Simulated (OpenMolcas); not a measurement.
## F3+, Cl3+, Br3+, I3+: ns2 np2 down the group

- Program: OpenMolcas 26.06
- Method: SS-CASPT2, IPEA 0.25 Eh, imaginary shift 0.1 Eh
- Basis: ANO-R2
- Scalar Hamiltonian: X2C, finite nucleus
- Spin-orbit coupling: state interaction with AMFI integrals over the reference wave functions, term energies averaged over their components

Active space for each ion: 4 electrons in 8 orbitals (s p s p); closed shells correlated by CASPT2: F3+ 1s; Cl3+ 2s 2p; Br3+ 3d; I3+ 4d.

Computed levels in cm-1 above 3P0:

```tsv
Level	F3+	Cl3+	Br3+	I3+
3P1	214	439	2250	5610
3P2	627	1210	4980	9650
1D2	25870	14030	15940	20640
1S0	53780	32350	33660	36760
weight of 3P in the lowest level (%)	100	100	98	93
```

Measured, with the error of the calculation in %. Measured levels: F3+, Cl3+ from Moore, Atomic Energy Levels, vol. I, NSRDS-NBS 35 (1971 reprint of NBS Circular 467, 1949).

```
Level           F3+          Cl3+
  3P1    225 (-4.8)   491 (-10.6)
  3P2    613 (+2.2)   1341 (-9.7)
  1D2  25241 (+2.5)  13766 (+1.9)
  1S0  53544 (+0.4)  32550 (-0.6)
```

The fine-structure level 3P2 changes by a factor of 15.4 from F3+ to I3+.

Without spin-orbit coupling 1D lies 25440, 13160, 11580, 9520 cm-1 above 3P in that order; the difference to the level 1D2, of either sign, comes from spin-orbit coupling, which also lowers the zero.

Term energies are means over components that CASPT2 splits; among the terms shown or strongly mixed into the levels shown the widest spread is 61 cm-1 (3s2 3p2 1D, Cl3+). Over all roots computed the reference weight is 0.83 to 0.98 in Cl3+, 0.84 to 0.97 in Br3+, 0.81 to 0.94 in I3+; the roots of lowest weight are the least certain, and an intruder state may touch them. Active for correlation alone: 3p 3s; no level in the range computed is led by a configuration that fills them, so any true level of that kind is missing (holds for F3+). Active for correlation alone: 4p 4s; no level in the range computed is led by a configuration that fills them, so any true level of that kind is missing (holds for Cl3+). Active for correlation alone: 5p 5s; no level in the range computed is led by a configuration that fills them, so any true level of that kind is missing (holds for Br3+). Active for correlation alone: 6p 6s; no level in the range computed is led by a configuration that fills them, so any true level of that kind is missing (holds for I3+). Computed and measured levels are paired by configuration, term and J; levels that our copy of the source lacks, or whose pairing is in doubt (as where it misses far off the trend of its configuration), stay unpaired and out of the deviations. Levels of configurations outside the active space are missing.
